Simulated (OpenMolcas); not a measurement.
# Co3+, Rh3+, Ir3+: d6 down the group

```
Program             : OpenMolcas 26.06
Method              : CASSCF
Basis               : ANO-R2
Scalar Hamiltonian  : X2C, finite nucleus
Spin-orbit coupling : state interaction with AMFI integrals over the reference wave functions, term energies averaged over their components
```

Active space for each ion: 6 electrons in 5 orbitals (d).

Computed levels in cm-1 above 5D4:

| Level | Co3+ | Rh3+ | Ir3+ |
| --- | --- | --- | --- |
| 5D3 | 616 | 1528 | 5820 |
| 5D2 | 1050 | 2442 | 6279 |
| 5D1 | 1329 | 3035 | 9068 |
| 5D0 | 1467 | 3319 | 9560 |
| 3H6 | 26201 | 20161 | 21163 |
| 3H5 | 26518 | 20641 | 21314 |
| 3P2(1) | 28628 | 21389 | 22038 |
| 3F3(1) | 30328 | 23494 | 25310 |
| 3P1(1) | 30432 | 25752 | 38882 |
| weight of 5D in the lowest level (%) | 100 | 99 | 87 |

Mixed levels, with the weight of the term that names them: Ir3+ 5D2 (74 %), Ir3+ 3H5 (56 %), Ir3+ 3P2(1) (59 %), Ir3+ 3F3(1) (57 %), Ir3+ 3P1(1) (62 %).

Measured, with the error of the calculation in %. Measured levels: Co3+ from Sugar and Corliss, J. Phys. Chem. Ref. Data 10, 1097 (1981).

```json
{"Level": "5D3", "Co3+": "639 (-3.6)"}
{"Level": "5D2", "Co3+": "1078 (-2.6)"}
{"Level": "5D0", "Co3+": "1494 (-1.8)"}
{"Level": "3H6", "Co3+": "23680 (+10.6)"}
{"Level": "3H5", "Co3+": "24032 (+10.3)"}
{"Level": "3P2(1)", "Co3+": "22883 (+25.1)"}
{"Level": "3F3(1)", "Co3+": "25736 (+17.8)"}
{"Level": "3P1(1)", "Co3+": "24729 (+23.1)"}
```

The fine-structure level 5D0 changes by a factor of 6.52 from Co3+ to Ir3+.

Without spin-orbit coupling 3H lies 25896, 19421, 17960 cm-1 above 5D in that order; the difference to the level 3H6, of either sign, comes from spin-orbit coupling, which also lowers the zero.

Without dynamic correlation excited terms often stand tens of per cent too high (terms of higher spin than the ground term too low), and those without a measured partner can miss by more than the paired ones. Computed and measured levels are paired by configuration, term and J; levels that our copy of the source lacks, or whose pairing is in doubt (as where it misses far off the trend of its configuration), stay unpaired and out of the deviations. Only configurations of the active space appear.

A number in round brackets counts repeated terms of one configuration in the order of the reference energies.
